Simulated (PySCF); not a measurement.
# Electronic structure of Al (aluminium, neutral) at the UHF level

Configuration: [Ne] 3s1 3p2, high-spin 4P determinant (an excited configuration). All numbers are calculated (PySCF 2.14, the spin-free X2C one-electron Hamiltonian (Gaussian nucleus), in x2c-TZVPPall (5s5p3d1f, 42 functions)).

- Total energy: -242.220620 hartree
- One-electron energy: -336.6219 hartree
- Hartree (Coulomb) energy: 112.6211 hartree
- Exchange energy: -18.2198 hartree
- ⟨S²⟩: 3.7500
- ⟨L²⟩: 2.023
- Sum of ⟨r⟩: 13.96 bohr
- Sum of ⟨r²⟩: 34.96 bohr²
- Traceless quadrupole moment −½Σ⟨3z² − r²⟩ along its main axis: 5.25 e·bohr²
- Langevin diamagnetic susceptibility: -27.7 ×10⁻⁶ cm³/mol

| shell | electrons | mean orbital energy (hartree) | spread (hartree) | rms radius, mean of both spins (bohr) |
| --- | --- | --- | --- | --- |
| 1s α | 1 | -58.66314 | 0 | 0.139 |
| 1s β | 1 | -58.64554 | 0 | 0.139 |
| 2s α | 1 | -4.97664 | 0 | 0.676 |
| 2s β | 1 | -4.94630 | 0 | 0.676 |
| 2p α | 3 | -3.26952 | 0.00832 | 0.673 |
| 2p β | 3 | -3.24413 | 0.01186 | 0.673 |
| 3s α | 1 | -0.52331 | 0 | 2.73 |
| 3p α | 2 | -0.26171 | 0 | 3.45 |

Densities and radii are taken from the X2C orbitals without a picture-change correction, which distorts them close to the nucleus.

Spin-orbit constants ζ (cm⁻¹) from the X2C one-electron operator on these orbitals: bare nucleus, nucleus screened by l(l+1)(2l+1)/3 electrons, and screened by the Breit-Pauli mean field of the electrons.

| shell | bare | screened nucleus | mean field |
| --- | --- | --- | --- |
| 2p | 2669 | 2258 | 2073 |
| 3p | 99.76 | 84.42 | 75.75 |

To first order the Landé constant is A = 25.25 cm⁻¹, so the lowest level has J = 1/2 and lies 0.00783 eV below the centre of the term. This holds in LS coupling only.
